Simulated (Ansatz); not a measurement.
Ansatz (a program for electronic structure) input (B3LYP-D3(BJ)/def2-TZVP):

Ansatz 0.2 input:
```yaml
crystal:
  periodic: [false, false, false]
  atoms:
    - {symbol: C, position_ang: [1.58617141, -1.13853242, -0.76093012]}
    - {symbol: C, position_ang: [0.89135492, -0.17237936, 0.12925624]}
    - {symbol: C, position_ang: [1.68768990, 0.64108313, 1.08487017]}
    - {symbol: C, position_ang: [-0.58137947, 0.07312392, -0.02652252]}
    - {symbol: C, position_ang: [-1.31356214, -1.19138147, -0.49801468]}
    - {symbol: C, position_ang: [-0.80647589, 1.18387117, -1.07789228]}
    - {symbol: C, position_ang: [-1.21645969, 0.52640012, 1.29588315]}
    - {symbol: H, position_ang: [1.31294612, -2.17357702, -0.52987697]}
    - {symbol: H, position_ang: [1.32857797, -0.97536741, -1.81141664]}
    - {symbol: H, position_ang: [2.66565444, -1.05156513, -0.65953092]}
    - {symbol: H, position_ang: [1.46691131, 0.37818988, 2.12493362]}
    - {symbol: H, position_ang: [1.47370774, 1.70850923, 0.98114497]}
    - {symbol: H, position_ang: [2.75335788, 0.49202523, 0.92601235]}
    - {symbol: H, position_ang: [-2.38277311, -0.99894909, -0.55831992]}
    - {symbol: H, position_ang: [-0.97180924, -1.50390758, -1.48034287]}
    - {symbol: H, position_ang: [-1.15246823, -2.00726546, 0.20284364]}
    - {symbol: H, position_ang: [-0.38851102, 0.88815562, -2.03705311]}
    - {symbol: H, position_ang: [-1.87006485, 1.37290037, -1.20674415]}
    - {symbol: H, position_ang: [-0.32596550, 2.10716327, -0.76369090]}
    - {symbol: H, position_ang: [-2.28913193, 0.65488469, 1.16646377]}
    - {symbol: H, position_ang: [-0.80197293, 1.47269066, 1.63081333]}
    - {symbol: H, position_ang: [-1.05273197, -0.21920064, 2.07050571]}
basis:
  gaussian:
    orbitals: def2-TZVP
hamiltonian:
  xc: b3lyp
  dispersion: d3bj
magnetization: {spin_polarized: true, initial_magnetization: 1}
relax: {f_tol: 0.002, max_steps: 150}
```

Output:

```
Functional definition: B3LYP
integrals: 0.33 GiB planned
1920 factors; their error is unknown
0.43 GiB of the device are held for the grids
2.17 GiB of device memory are held for the factors and their scratch space
mean field: 2.84 GiB planned
mean field evaluation 1: about -7484.7494 eV, gradient 6.7e1 eV
mean field evaluation 2: about -7465.7709 eV, gradient 8.8e1 eV
mean field evaluation 4: about -7505.7961 eV, gradient 5.7e0 eV
mean field evaluation 8: about -7505.9440 eV, gradient 9.1e-2 eV
mean field evaluation 16: about -7505.8942 eV, gradient 6.1e-4 eV
mean field -7505.89415385 eV, -275.8365224760 hartree, gradient 3.5e-5 eV, S^2 0.754402; 0 other end points of the search recorded, 0 dependent functions left out
the calculation of the forces begins
reference -7505.89450186 eV, -275.8365352654 hartree; 29, 28 occupied and 278, 279 virtual orbitals, 1920 factors
relax step   1: F+E_penalty+E_count = -7506.81626632 eV  Δ(F+E_penalty+E_count) = +0.000e0 eV  max|allowed force component| = 3.123e-1 eV/Å  Δτ_max = 0.0000 Å  (34 SCF iters, accepted)
these checks for a lower state are left out or cut short: starts, cluster_reference, orbital_swaps, neighbouring_geometries, increment
integrals: 0.33 GiB planned
1920 factors; their error is unknown
0.43 GiB of the device are held for the grids
2.17 GiB of device memory are held for the factors and their scratch space
mean field: 2.83 GiB planned
mean field -7505.91558774 eV, -275.8373101571 hartree, gradient 1.6e-5 eV, S^2 0.754447; 0 other end points of the search recorded, 0 dependent functions left out
the calculation of the forces begins
reference -7505.91593649 eV, -275.8373229734 hartree; 29, 28 occupied and 278, 279 virtual orbitals, 1920 factors
relax step   2: F+E_penalty+E_count = -7506.83270497 eV  Δ(F+E_penalty+E_count) = -1.644e-2 eV  max|allowed force component| = 1.532e-1 eV/Å  Δτ_max = 0.0340 Å  (34 SCF iters, accepted)
these checks for a lower state are left out or cut short: starts, cluster_reference, orbital_swaps, neighbouring_geometries, increment
integrals: 0.33 GiB planned
1920 factors; their error is unknown
0.43 GiB of the device are held for the grids
2.17 GiB of device memory are held for the factors and their scratch space
mean field: 2.83 GiB planned
mean field evaluation 32: about -7505.9200 eV, gradient 8.0e-3 eV
mean field -7505.91998257 eV, -275.8374716643 hartree, gradient 1.7e-5 eV, S^2 0.754449; 0 other end points of the search recorded, 0 dependent functions left out
the calculation of the forces begins
reference -7505.92033138 eV, -275.8374844827 hartree; 29, 28 occupied and 278, 279 virtual orbitals, 1920 factors
relax step   3: F+E_penalty+E_count = -7506.83530604 eV  Δ(F+E_penalty+E_count) = -2.601e-3 eV  max|allowed force component| = 5.189e-2 eV/Å  Δτ_max = 0.0267 Å  (33 SCF iters, accepted)
these checks for a lower state are left out or cut short: starts, cluster_reference, orbital_swaps, neighbouring_geometries, increment
integrals: 0.33 GiB planned
1920 factors; their error is unknown
0.43 GiB of the device are held for the grids
2.17 GiB of device memory are held for the factors and their scratch space
mean field: 2.83 GiB planned
mean field -7505.92199728 eV, -275.8375457032 hartree, gradient 7.6e-6 eV, S^2 0.754373; 0 other end points of the search recorded, 0 dependent functions left out
the calculation of the forces begins
reference -7505.92234476 eV, -275.8375584731 hartree; 29, 28 occupied and 278, 279 virtual orbitals, 1920 factors
relax step   4: F+E_penalty+E_count = -7506.83975905 eV  Δ(F+E_penalty+E_count) = -4.453e-3 eV  max|allowed force component| = 2.664e-2 eV/Å  Δτ_max = 0.1071 Å  (34 SCF iters, accepted)
these checks for a lower state are left out or cut short: starts, cluster_reference, orbital_swaps, neighbouring_geometries, increment
integrals: 0.33 GiB planned
1920 factors; their error is unknown
[...]
1920 factors; their error is unknown
0.43 GiB of the device are held for the grids
2.17 GiB of device memory are held for the factors and their scratch space
mean field: 2.83 GiB planned
mean field -7505.92883714 eV, -275.8377970636 hartree, gradient 1.2e-5 eV, S^2 0.754219; 0 other end points of the search recorded, 0 dependent functions left out
the calculation of the forces begins
reference -7505.92918221 eV, -275.8378097448 hartree; 29, 28 occupied and 278, 279 virtual orbitals, 1920 factors
relax step  11: F+E_penalty+E_count = -7506.84671450 eV  Δ(F+E_penalty+E_count) = -1.016e-3 eV  max|allowed force component| = 2.973e-2 eV/Å  Δτ_max = 0.0217 Å  (35 SCF iters, accepted)
these checks for a lower state are left out or cut short: starts, cluster_reference, orbital_swaps, neighbouring_geometries, increment
integrals: 0.33 GiB planned
1920 factors; their error is unknown
0.43 GiB of the device are held for the grids
2.17 GiB of device memory are held for the factors and their scratch space
mean field: 2.83 GiB planned
mean field evaluation 96: about -7505.9289 eV, gradient 7.6e-4 eV
mean field -7505.92890391 eV, -275.8377995172 hartree, gradient 1.7e-5 eV, S^2 0.754200; 0 other end points of the search recorded, 0 dependent functions left out
the calculation of the forces begins
reference -7505.92924864 eV, -275.8378121860 hartree; 29, 28 occupied and 278, 279 virtual orbitals, 1920 factors
relax step  12: F+E_penalty+E_count = -7506.84689797 eV  Δ(F+E_penalty+E_count) = -1.835e-4 eV  max|allowed force component| = 3.976e-2 eV/Å  Δτ_max = 0.0250 Å  (33 SCF iters, accepted)
these checks for a lower state are left out or cut short: starts, cluster_reference, orbital_swaps, neighbouring_geometries, increment
integrals: 0.33 GiB planned
1920 factors; their error is unknown
0.43 GiB of the device are held for the grids
2.17 GiB of device memory are held for the factors and their scratch space
mean field: 2.83 GiB planned
mean field -7505.92922629 eV, -275.8378113645 hartree, gradient 1.8e-5 eV, S^2 0.754189; 0 other end points of the search recorded, 0 dependent functions left out
the calculation of the forces begins
reference -7505.92957097 eV, -275.8378240313 hartree; 29, 28 occupied and 278, 279 virtual orbitals, 1920 factors
relax step  13: F+E_penalty+E_count = -7506.84713070 eV  Δ(F+E_penalty+E_count) = -2.327e-4 eV  max|allowed force component| = 2.424e-2 eV/Å  Δτ_max = 0.0191 Å  (34 SCF iters, accepted)
these checks for a lower state are left out or cut short: starts, cluster_reference, orbital_swaps, neighbouring_geometries, increment
integrals: 0.33 GiB planned
1920 factors; their error is unknown
0.43 GiB of the device are held for the grids
2.17 GiB of device memory are held for the factors and their scratch space
mean field: 2.82 GiB planned
mean field -7505.92959396 eV, -275.8378248763 hartree, gradient 1.3e-5 eV, S^2 0.754179; 0 other end points of the search recorded, 0 dependent functions left out
the calculation of the forces begins
reference -7505.92993854 eV, -275.8378375391 hartree; 29, 28 occupied and 278, 279 virtual orbitals, 1920 factors
relax step  14: F+E_penalty+E_count = -7506.84721239 eV  Δ(F+E_penalty+E_count) = -8.170e-5 eV  max|allowed force component| = 3.663e-2 eV/Å  Δτ_max = 0.0503 Å  (33 SCF iters, accepted)
these checks for a lower state are left out or cut short: starts, cluster_reference, orbital_swaps, neighbouring_geometries, increment
integrals: 0.33 GiB planned
1920 factors; their error is unknown
0.43 GiB of the device are held for the grids
2.17 GiB of device memory are held for the factors and their scratch space
mean field: 2.82 GiB planned
mean field -7505.92965357 eV, -275.8378270668 hartree, gradient 1.8e-5 eV, S^2 0.754173; 0 other end points of the search recorded, 0 dependent functions left out
the calculation of the forces begins
reference -7505.92999809 eV, -275.8378397277 hartree; 29, 28 occupied and 278, 279 virtual orbitals, 1920 factors
relax step  15: F+E_penalty+E_count = -7506.84732595 eV  Δ(F+E_penalty+E_count) = -1.136e-4 eV  max|allowed force component| = 1.131e-2 eV/Å  Δτ_max = 0.0049 Å  (35 SCF iters, accepted)
these checks for a lower state are left out or cut short: starts, cluster_reference, orbital_swaps, neighbouring_geometries, increment
integrals: 0.33 GiB planned
1920 factors; their error is unknown
0.43 GiB of the device are held for the grids
2.17 GiB of device memory are held for the factors and their scratch space
mean field: 2.82 GiB planned
mean field -7505.92965321 eV, -275.8378270536 hartree, gradient 1.8e-5 eV, S^2 0.754172; 0 other end points of the search recorded, 0 dependent functions left out
the calculation of the forces begins
reference -7505.92999770 eV, -275.8378397135 hartree; 29, 28 occupied and 278, 279 virtual orbitals, 1920 factors
relax step  16: F+E_penalty+E_count = -7506.84734340 eV  Δ(F+E_penalty+E_count) = -1.745e-5 eV  max|allowed force component| = 5.429e-3 eV/Å  Δτ_max = 0.0038 Å  (35 SCF iters, accepted)
these checks for a lower state are left out or cut short: starts, cluster_reference, orbital_swaps, neighbouring_geometries, increment
integrals: 0.33 GiB planned
1920 factors; their error is unknown
0.43 GiB of the device are held for the grids
2.17 GiB of device memory are held for the factors and their scratch space
mean field: 2.83 GiB planned
mean field evaluation 128: about -7505.9762 eV, gradient 6.0e-1 eV
mean field -7505.92969223 eV, -275.8378284877 hartree, gradient 1.8e-5 eV, S^2 0.754167; 0 other end points of the search recorded, 0 dependent functions left out
the calculation of the forces begins
reference -7505.93003668 eV, -275.8378411457 hartree; 29, 28 occupied and 278, 279 virtual orbitals, 1920 factors
relax step  17: F+E_penalty+E_count = -7506.84735290 eV  Δ(F+E_penalty+E_count) = -9.499e-6 eV  max|allowed force component| = 1.373e-3 eV/Å  Δτ_max = 0.0079 Å  (34 SCF iters, accepted)
these checks for a lower state are left out or cut short: starts, cluster_reference, orbital_swaps, neighbouring_geometries, increment
integrals: 0.33 GiB planned
1920 factors; their error is unknown
0.43 GiB of the device are held for the grids
2.17 GiB of device memory are held for the factors and their scratch space
mean field: 2.82 GiB planned
mean field -7505.92973124 eV, -275.8378299213 hartree, gradient 1.8e-5 eV, S^2 0.754166; 0 other end points of the search recorded, 0 dependent functions left out
the calculation of the forces begins
reference -7505.93007568 eV, -275.8378425790 hartree; 29, 28 occupied and 278, 279 virtual orbitals, 1920 factors
relax step  18: F+E_penalty+E_count = -7506.84735371 eV  Δ(F+E_penalty+E_count) = -8.108e-7 eV  max|allowed force component| = 1.321e-3 eV/Å  Δτ_max = 0.0030 Å  (34 SCF iters, accepted)
integrals: 0.33 GiB planned
1920 factors; their error is unknown
0.43 GiB of the device are held for the grids
2.17 GiB of device memory are held for the factors and their scratch space
mean field: 2.82 GiB planned
mean field evaluation 160: about -7505.9297 eV, gradient 7.3e-3 eV
mean field -7505.92973124 eV, -275.8378299213 hartree, gradient 1.8e-5 eV, S^2 0.754166; 1 other end points of the search recorded, 0 dependent functions left out
the calculation of the forces begins
reference -7505.93007568 eV, -275.8378425790 hartree; 29, 28 occupied and 278, 279 virtual orbitals, 1920 factors
Total energy: -7506.84769815 eV, -275.8715645827 hartree
Atom 0 at     1.603005    -1.083286    -0.805416 Å, force    -0.000594     0.000320     0.000226 eV/Å
Atom 1 at     0.882828    -0.248276     0.202382 Å, force     0.000792    -0.000041    -0.000062 eV/Å
Atom 2 at     1.702814     0.681769     1.035559 Å, force    -0.000574    -0.000117    -0.000355 eV/Å
Atom 3 at    -0.600168     0.021663     0.023922 Å, force    -0.001321     0.000252    -0.000206 eV/Å
Atom 4 at    -1.344235    -1.235543    -0.455013 Å, force     0.000488    -0.000366    -0.000377 eV/Å
Atom 5 at    -0.787743     1.134982    -1.034160 Å, force     0.000252    -0.000259     0.000258 eV/Å
Atom 6 at    -1.246819     0.486009     1.339131 Å, force     0.000554     0.000330     0.000361 eV/Å
Atom 7 at     1.119068    -2.046132    -0.978876 Å, force     0.000087     0.000111    -0.000028 eV/Å
Atom 8 at     1.662577    -0.587611    -1.788219 Å, force     0.000038    -0.000107     0.000216 eV/Å
Atom 9 at     2.629389    -1.277783    -0.491010 Å, force    -0.000058    -0.000066    -0.000082 eV/Å
Atom 10 at     1.282230     0.839038     2.030408 Å, force     0.000056     0.000028    -0.000065 eV/Å
Atom 11 at     1.790834     1.680575     0.577527 Å, force     0.000003    -0.000221     0.000108 eV/Å
Atom 12 at     2.718847     0.304142     1.158934 Å, force    -0.000047     0.000084     0.000072 eV/Å
Atom 13 at    -2.414954    -1.033220    -0.523141 Å, force     0.000122     0.000107     0.000018 eV/Å
Atom 14 at    -1.007819    -1.557186    -1.440808 Å, force    -0.000007    -0.000200    -0.000117 eV/Å
Atom 15 at    -1.200339    -2.064747     0.240829 Å, force    -0.000001     0.000020     0.000008 eV/Å
Atom 16 at    -0.369385     0.837173    -1.997152 Å, force     0.000024     0.000018    -0.000067 eV/Å
Atom 17 at    -1.849513     1.348355    -1.181176 Å, force     0.000028    -0.000045     0.000043 eV/Å
Atom 18 at    -0.300081     2.060259    -0.722514 Å, force     0.000020     0.000071    -0.000024 eV/Å
Atom 19 at    -2.321360     0.620663     1.200415 Å, force     0.000114    -0.000018    -0.000116 eV/Å
Atom 20 at    -0.838325     1.437460     1.680153 Å, force     0.000024     0.000111     0.000212 eV/Å
Atom 21 at    -1.097784    -0.251432     2.130617 Å, force    -0.000001    -0.000011    -0.000025 eV/Å
Dipole moment:     0.010939     0.029167    -0.028550 e Å
```

It need not be the lowest isomer of its formula.
